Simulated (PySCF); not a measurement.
Se(F)4 cation (F4Se), SMILES F[Se](F)(F)F (connectivity only; charge and spin as stated), charge +1, multiplicity 2. Atoms are numbered in the order given.

```xyz
5

Se     0.0000     0.0000     0.2032
F      0.0000     1.7339     0.4860
F      1.2886     0.0000    -0.8698
F      0.0000    -1.7339     0.4860
F     -1.2886     0.0000    -0.8698
```
Charge +1, spin multiplicity 2.

The structure is a stationary point at B3LYP-D3(BJ)/def2-SVP. The multiplicity is an assumed one; other spin states were not compared. The isomer is the one that the SMILES or the coordinates give; other isomers of the formula were not compared.

These are TDA-B3LYP/def2-SVPD in PySCF values and carry that method's errors.

Vertical excitations. The molecule is in vacuum.

```csv
state,energy (eV),λ (nm),f,main pairs
root 1,3.01,412,0.000,β HOMO→LUMO 95 %
root 2,3.11,398,0.006,β HOMO−1→LUMO 97 %
root 3,3.21,387,0.003,β HOMO−2→LUMO 92 %
root 4,3.44,360,0.002,β HOMO−3→LUMO 98 %
root 5,4.42,280,0.000,β HOMO−4→LUMO 93 %
root 6,4.70,264,0.063,β HOMO−5→LUMO 91 %
root 7,4.95,250,0.000,β HOMO−7→LUMO 94 %
root 8,5.01,247,0.008,β HOMO−6→LUMO 95 %
root 9,5.98,207,0.033,α HOMO→LUMO 96 %
root 10,6.75,184,0.008,"α HOMO→LUMO+1 53 %, β HOMO−8→LUMO 41 %"
```
Unrestricted roots are not spin-pure.
